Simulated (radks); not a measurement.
Problem. Species: Au LIV. Configuration: [Ar] 3d8. All-electron calculation, scalar-relativistic Kohn-Sham, BLYP, spin-polarised, spherical densities, finite nucleus; open shells are filled with parallel spins first (spin-orbit coupling, left out, can overturn this in heavy ions); Fermi nuclear charge, rms radius 5.4371 fm. Program: a radial shooting solver on a logarithmic mesh with Libxc functionals. Some entries of the table are withheld. Estimate them.

orbital,occ.,eigenvalue (hartree),<r> (bohr)
1s up,1,-3084.721,0.01687
1s down,1,-3084.717,0.01687
2s up,1,-638.4510,0.07091
2s down,1,-638.1123,0.07089
2p up,3,-568.0143,0.06398
2p down,3,-567.7392,0.06396
3s up,1,-230.0180,0.1785
3s down,1,-229.6284,0.1786
3p up,3,-209.3964,(1)
3p down,3,-209.0072,(2)
3d up,5,(3),0.1598
3d down,3,(4),0.1599

Solution. 
(1) 3p up <r> (bohr): 0.1782
(2) 3p down <r> (bohr): 0.1784
(3) 3d up eigenvalue (hartree): -188.9863
(4) 3d down eigenvalue (hartree): -188.5038
